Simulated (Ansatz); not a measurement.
Reaction (formal exchange of groups at the Al–S bond): `[SiH3][S][AlH][SH]` + SiH₄ → `[SiH3][AlH][S][SiH3]` + H₂S

Isolated molecules relaxed with PBE0-D4/def2-TZVP in Ansatz; ΔE leaves out vibrations. CBS: MP2 limit from def2 TZ/QZ plus the TZ coupled-cluster correction, frozen cores. This one scheme is used for every species. Functionals use def2-TZVPP. B3LYP here is the variant with VWN-RPA as its local correlation; programs differ in this. Each species was taken in one conformer, which may not be the lowest.

| species | B3LYP energy (Eh) |
| --- | --- |
| `[SiH3][S][AlH][SH]` | -1331.54271 |
| SiH₄ | -291.91715 |
| `[SiH3][AlH][S][SiH3]` | -1223.99175 |
| H₂S | -399.42676 |

Task: Work out ΔE.

Result: ΔE = (-1223.99175) + (-399.42676) − (-1331.54271) − (-291.91715) = 0.04135 Eh = +1.13 eV. CCSD(T)/CBS gives +1.13 eV.

Largest T1 diagnostic among the species: 0.013.

From PBE to PBE0 (25 % exact exchange), in def2-TZVPP and without D4, ΔE moves by +0.04 eV. Leaving LDA and LC-ωPBE aside and taking each functional with its dispersion term where it has one, the values, not all of them listed here, spread over 0.17 eV, from PBE-D4 to B2PLYP.
